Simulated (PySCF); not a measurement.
# Excitation energy of Ar⁺ by level of theory

Ar⁺ [Ne] 3s2 3p5 (2P) → Ar⁺ [Ne] 3s1 3p6 (2S), as a difference of total energies. Computed with PySCF 2.14 in dyall-av2z (13s9p2d, 50 functions), with no relativity, point nucleus. Correlated levels: valence: [Ne] frozen; virtual orbitals above 40 to 60 times the deepest correlated orbital energy dropped. The calculations carry no spin-orbit coupling.

```
           method  excitation energy (cm⁻¹)  error (cm⁻¹)
              UHF                    148890        +40644
              LDA                    113470         +5227
              PBE                    115800         +7557
             PBE0                    124120        +15880
           r2SCAN                    123210        +14965
          r2SCANh                    125500        +17257
             TPSS                    119120        +10880
            B97-3                    124180        +15933
           PBEsol                    115030         +6782
    MP2 (valence)                    127700        +19457
SCS-MP2 (valence)                    125330        +17087
```

Reference: 108240 cm⁻¹ (measured; NIST levels, between the centres of gravity of the two terms).

Errors of the correlated levels include the incompleteness of this basis and the frozen core.
